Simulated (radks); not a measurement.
K4+, 15 electrons, occupied as [Ne] 3s2 3p3.

Method: scalar-relativistic Kohn-Sham, BLYP, spin-unpolarised, spherical densities, point nucleus; computed with a radial shooting solver on a logarithmic mesh with Libxc functionals.

Energy parts (Ry):
| part | energy |
|---|---|
| total | -1193.90637 |
| kinetic | 1201.34186 |
| electron-nucleus | -2774.34157 |
| Hartree | 442.65519 |
| exchange-correlation | -63.56185 |

Orbitals (lengths in bohr, moments of r in powers of bohr):
| orbital | occ. | eigenvalue (Ry) | <1/r> | <r^2> |
|---|---|---|---|---|
| 1s | 2 | -263.8743 | 18.72 | 0.008834 |
| 2s | 2 | -30.63439 | 3.806 | 0.1774 |
| 2p | 6 | -25.28779 | 3.712 | 0.1512 |
| 3s | 2 | -6.56617 | 1.198 | 1.565 |
| 3p | 3 | -5.24178 | 1.098 | 1.791 |
| 3d | 0 | -3.31216 | 0.8839 | 2.330 |
| 4s | 0 | -2.45008 | 0.5075 | 8.150 |

The highest occupied level is 3p at -71.318 eV. Summed over all electrons, <r^2> = 9.782 bohr^2, which gives a Langevin (diamagnetic) susceptibility term of -7.75 x 10^-6 cm^3/mol. For comparison, the ionisation energy in NIST's Atomic Spectra Database is 82.7 eV (semi-empirical). In exact Kohn-Sham theory the highest level is minus the ionisation energy, but local and semilocal functionals leave it too shallow, through self-interaction and a potential that decays too fast; potentials with the right tail come closer. The density falls to 0.001 e/bohr^3 at r = 2.73 bohr.

Beside tabulated values, note that spin-unpolarised runs miss the spin-polarisation part of the exchange energy of open shells.
